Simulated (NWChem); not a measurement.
Molecule: C₃H₉B; SMILES BC(C)C

```xyz
13

B      0.0050     1.6161     0.0882
H     -1.0232     2.2270     0.1783
H      1.0370     2.2205     0.1786
C      0.0003     0.0959    -0.2664
C     -1.2797    -0.6784     0.0999
C      1.2755    -0.6863     0.0996
H      0.0005     0.2203    -1.3770
H     -1.2874    -1.6809    -0.3465
H     -1.3581    -0.8071     1.1868
H     -2.1796    -0.1503    -0.2340
H      2.1786    -0.1637    -0.2344
H      1.2770    -1.6887    -0.3469
H      1.3533    -0.8156     1.1864
```
Atoms are numbered in this order, from 1.

Results from NWChem. Pople sets run with spherical d functions. All runs use the structure optimised with B3LYP/6-31G* (spherical d). Isolated, static molecule.

GIAO at B3LYP/6-31G*: principal shieldings of C5 are 149.5, 170.3, 187.3 ppm; an isolated tetramethylsilane molecule has σ = 190.2 ppm at the same levels.

### Question
Find the isotropic 13C shift, its principal values, the span and the skew.

### Answer

1. σ(iso) = one third of the sum = 169.0 ppm.
2. δ = σ(reference) − σ = 21.2 ppm against tetramethylsilane.
3. δ11, δ22, δ33 = 40.7, 19.9, 2.9 ppm.
4. Span Ω = δ11 − δ33 = 37.8 ppm; skew κ = 3(δ22 − δ(iso))/Ω = -0.10.
